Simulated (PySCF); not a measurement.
Te(Me)(SH), SMILES C[Te]S at its PBE0/def2-SVP optimised geometry (Å):

```
7

Te    -0.5316    -1.2860     0.0000
C     -0.8032     0.8524     0.0000
H     -1.8809     1.0353    -0.1242
H     -0.2530     1.2860    -0.8439
H     -0.4596     1.2774     0.9509
S      1.8809    -1.2860     0.0000
H      2.0562    -1.2598     1.3419
```

Calculation: PBE0/def2-TZVP, def2 effective core potentials past Kr run with PySCF 2.14.0. The core electrons that the potentials of Te replace are not part of the density. Cells within 0.4 Å of a nucleus heavier than hydrogen are left out (blank, or x).

Map of the electron localisation function on the plane z = 0.0 Å:

```
|00000000000000000000000000000|
|00000000000000000000000000000|
|00000000000000000000000000000|
|00000000000000000000000000000|
|00000000000000000000000000000|
|00000000000000000000000000000|
|00001233211111100000000000000|
|00015887532233210000000000000|
|00048999864455421000000000000|
|00179999986456531000000000000|
|00189999994xx6641000000000000|
|0017999999xxx4531000134320000|
|00048999983xx5520001566642000|
|00013677777787520015788764200|
|00000012357887521157898875310|
|00000000245543322478999886310|
|00000001232222124688889986410|
|00000002322677315783002886410|
|00000024424xxx615870xx1576410|
|00000135534xxx615870xx1576410|
|00000136642677325783002886410|
|00000136763232234688889986410|
|00000135776544432478999986410|
|00000024677765421368899875310|
|00000013456654210147888764200|
|00000001234432000025677642000|
|00000000011110000012454320000|
|00000000000000000000111100000|
|00000000000000000000000000000|
```
Scale: ten equal steps from 0.000 (start of '0') to 0.999 (end of '9'), in the order '0123456789'; x runs from -4.00 to 4.00, y from -4.00 (bottom) to 4.00 (top).
